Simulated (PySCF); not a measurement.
A survey of ¹⁹F NMR shifts

- σ from GIAO-PBE0/pcSseg-1
- GFN2-xTB geometry
- run in PySCF 2.14
- non-relativistic Hamiltonian, no solvent model, averaged over atoms made equivalent by symmetry, fast rotation or ring inversion, one computed conformer

Shieldings were converted by a linear fit to measured shifts: ¹⁹F: δ = 146.13 − 0.903σ +14.6 on sp3 carbon (rms 6.0 ppm, 223 shifts, 7.0 ppm with the 5 outliers that the fit left out vs CFCl3, solution or neat liquid). Occasional misses reach two or three times the rms, and more in compound classes unlike the fitted ones.

(1) Give the ¹⁹F shifts of `N#C[C@H](CCO)C(F)F`.

(2) Order these by ¹⁹F shift, lowest first.
A. N#CCC1=CCC=C[C@@H]1F
B. CSC[P@@](C)(=O)C(F)(F)F
C. C[C@@H]1CC=C(C(F)(F)F)O1
D. O=CF

Results:

(1) 
| compound | environment | δ (ppm) |
| --- | --- | --- |
| [N:1]#[C:2][C@H:3]([CH2:4][CH2:5][OH:6])[CH:7]([F:8])[F:9] | F8: fluorine of a CF2 group | -112.9 |
| [N:1]#[C:2][C@H:3]([CH2:4][CH2:5][OH:6])[CH:7]([F:8])[F:9] | F9: fluorine of a CF2 group | -124.3 |

(2) A (-167.1 ppm, fluorine on an sp3 carbon), B (-80.1 ppm, fluorine of a CF3 group), C (-69.7 ppm, fluorine of a CF3 group), D (47.0 ppm, fluorine bonded to C).
